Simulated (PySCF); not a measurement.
A GIAO shielding run with PySCF (density fitting, non-relativistic, gas phase) on SMILES [C@H]1(CF)[C@H](O)C[C@@H](CF)[SiH2]1, C6H12F2OSi:

```
$ OMP_NUM_THREADS=1 python probes_run.py task.json out

{"job": {"kind": "nmr", "xc": "PBE0", "basis": "pcSseg-1"}, "charge": 0, "multiplicity": 1}
O     -0.925112    -1.860719    -1.224599
C     -0.980796    -0.456096    -1.073200
C      0.413695     0.157976    -1.207508
C      1.288792    -0.400444    -0.078338
C      2.374352     0.587341     0.310687
F      3.144851     0.069243     1.328070
Si     0.071660    -0.803980     1.348187
C     -1.473298    -0.248574     0.359447
C     -1.912372     1.167481     0.663014
F     -0.827451     2.005603     0.829061
H     -0.453191    -2.072473    -2.037306
H     -1.671126    -0.022621    -1.817851
H      0.835790    -0.060776    -2.192933
H      0.333571     1.241111    -1.115702
H      1.781308    -1.315793    -0.415892
H      3.059994     0.796217    -0.519711
H      1.947582     1.522752     0.685022
H      0.270477     0.032995     2.528693
H      0.025210    -2.230308     1.657030
H     -2.332431    -0.900257     0.511844
H     -2.513903     1.603950    -0.143268
H     -2.468011     1.206763     1.604403
```

Hardware: 1 thread of an Intel Xeon, shared host. The job also computes population analyses, field gradients, ring-centre shieldings.

(1) How large is the calculation?

(2) How long does it take, and how much memory does it need?

Answers

(1) 88 electrons, 237 basis functions and 1250 auxiliary functions.

(2) 2.6 min of wall time, with 14 SCF cycles and 4 response iterations; peak memory 1.1 GiB. Times on a shared host scatter by some tens of per cent.
